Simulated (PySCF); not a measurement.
**Polarisability and C₆ of Ta+ (tantalum, charge +1)**

[Xe] 4f14 5d2 6s2, high-spin 3F determinant (an excited configuration). Computed with PySCF 2.14 in x2c-TZVPPall with one added diffuse shell each of s, p, d, f type (12s8p8d4f1g, 113 functions), with the spin-free X2C one-electron Hamiltonian (Gaussian nucleus). Coupled (time-dependent) response in atomic units; α is the mean over directions.

```json
{"method": "PBE", "mean α (bohr³)": "45.86", "C₆ (like pair)": "456.0", "S(−4)": "724.5"}
```

S(−4) is the Cauchy moment in α(ω) = α(0) + S(−4) ω² + …

Spin-orbit coupling is absent.

α(iu) at PBE:

| u (hartree) | α(iu) (bohr³) |
| --- | --- |
| 0 | 45.86 |
| 0.0500 | 44.13 |
| 0.100 | 39.77 |
| 0.200 | 29.18 |
| 0.300 | 21.05 |
| 0.500 | 12.35 |
| 0.750 | 7.704 |
| 1.00 | 5.444 |
| 1.50 | 3.259 |
| 2.00 | 2.203 |
| 3.00 | 1.202 |
| 5.00 | 0.5115 |

For an ion, C₆ is the dispersion term alone; charge-induced terms of lower order in 1/R come first.

Spin-orbit coupling, absent here, splits the open shell strongly.
